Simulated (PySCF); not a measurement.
These 2 structures share the formula C4HF5. Theory: PySCF 2.14.0, PBE0-D3(BJ)/def2-SVP geometry optimisation, gas phase. One conformer each; no zero-point energy, no entropy. No frequencies were run at this level. Point groups hold within 0.08 Å.

Problem. Order them by energy at this level, lowest first, and give relative energies in kcal/mol.
A. `FC(F)(C(F)=C=CF)F`
B. `C#CC(F)(F)C(F)(F)F`

Solution. B (0.0), A (1.8).

As drawn, the lower has a C≡C bond, which the higher lacks; the higher has cumulated double bonds and a C=C bond outside aromatic rings, which the lower lacks. Neighbours under 2.5 kcal/mol apart (C#CC(F)(F)C(F)(F)F and FC=C=C(F)C(F)(F)F) can change places with a better method, another conformer or zero-point energy.

```tsv
SMILES	E (Eh)	E rel (kcal/mol)	dipole (D)	point group	A, B, C (MHz)
C#CC(F)(F)C(F)(F)F	-651.02473	0.0	2.29	Cs	2253, 1510, 1329
FC=C=C(F)C(F)(F)F	-651.02194	1.8	1.95	C1	2793, 944.1, 830.5
```

Problem. As an exercise, what shares would exp(−E/RT) give at 1000 K from these electronic energies alone (no entropy, no degeneracies)?

Solution. RT = 1.987 kcal/mol: C#CC(F)(F)C(F)(F)F 70.7 %, FC=C=C(F)C(F)(F)F 29.3 %.
